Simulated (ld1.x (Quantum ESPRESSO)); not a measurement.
## Tl (Z = 81), PAW: configuration errors across variants

- Element: thallium (Tl)
- Generator: ld1.x (Quantum ESPRESSO) 7.5
- Type: PAW
- Functional: PBE
- Relativity: scalar-relativistic
- Frozen core: [Xe] 4f14
- Valence charge: 13
- Reference configuration: 5d10 6s2 6p0.5 (charge +0.5)
- Partial waves: 6s (bound): rcut 2.00, rcutus 2.20 bohr; 6s channel at 0.45 Ry: rcut 2.00, rcutus 2.20 bohr; 6p (bound): rcut 2.50, rcutus 3.25 bohr; 6p channel at 2.35 Ry: rcut 2.50, rcutus 3.25 bohr; 5d (bound): rcut 2.00, rcutus 2.15 bohr; 5d channel at -1.05 Ry: rcut 2.00, rcutus 2.15 bohr
- Local potential: all-electron potential smoothed inside 2.60 bohr (lloc = -1)
- Core correction: a·sin(br)/r model core inside 1.75 bohr
- Augmentation charge: BESSEL, radius 1.60 bohr

All-electron excitation energies from the reference (eV): (1) 5d10 6s2 6p1 -1.853; (2) 5d10 6s2 6p0 3.314; (3) 5d10 6s1 6p0 24.093; (4) 5d9 6s0 6p0 106.022; (5) 5d10 6s2 6p1.3 -2.347; (6) 5d10 6s1 6p2 5.549; (7) 5d10 6s1 6p1 11.591.

2 further variants failed, have other tests or too few solved ones, and are left out.

A true bound ghost makes a file unfit for plane-wave use even where its test errors are small: the radial tests pick states by their node count and pass the ghost by.

Errors AE − PS in meV (a dash: test not solved or not reliable):

| change | (1) | (2) | (3) | (4) | (5) | (6) | (7) | bound ghosts |
| --- | --- | --- | --- | --- | --- | --- | --- | --- |
| base | +1.2 | -1.2 | -9.8 | -201 | +1.6 | 0.0 | -3.4 | none |
| waves 6s (bound): rcut 2.00, rcutus 2.26 bohr; 6s channel at 0.45 Ry: rcut 2.00, rcutus 2.26 bohr | +1.1 | -1.2 | -9.6 | -201 | +1.6 | -0.1 | -3.4 | none |
| waves 6s (bound): rcut 2.00, rcutus 2.56 bohr; 6s channel at 0.45 Ry: rcut 2.00, rcutus 2.56 bohr | +1.1 | -1.2 | -6.2 | -201 | +1.6 | -0.2 | -2.3 | none |
| waves 6s (bound): rcut 2.00, rcutus 2.74 bohr; 6s channel at 0.45 Ry: rcut 2.00, rcutus 2.74 bohr | +1.1 | -1.2 | -1.9 | -203 | +1.6 | +0.1 | -0.6 | none |
| waves 6s (bound): rcut 2.00, rcutus 3.08 bohr; 6s channel at 0.45 Ry: rcut 2.00, rcutus 3.08 bohr | +1.1 | -1.1 | +5.9 | -215 | +1.6 | +0.9 | +2.5 | none |
| waves 6s (bound): rcut 2.00, rcutus 3.32 bohr; 6s channel at 0.45 Ry: rcut 2.00, rcutus 3.32 bohr | +1.2 | -1.1 | +6.1 | -222 | +1.6 | +0.4 | +2.3 | none |

Task: Give the same row for: waves 6s (bound): rcut 1.84, rcutus 1.96 bohr; 6s channel at 0.45 Ry: rcut 1.84, rcutus 1.96 bohr.

Result: +0.1, -4.7, -13, -201, -0.3, -10, -6.8; bound ghosts: s.
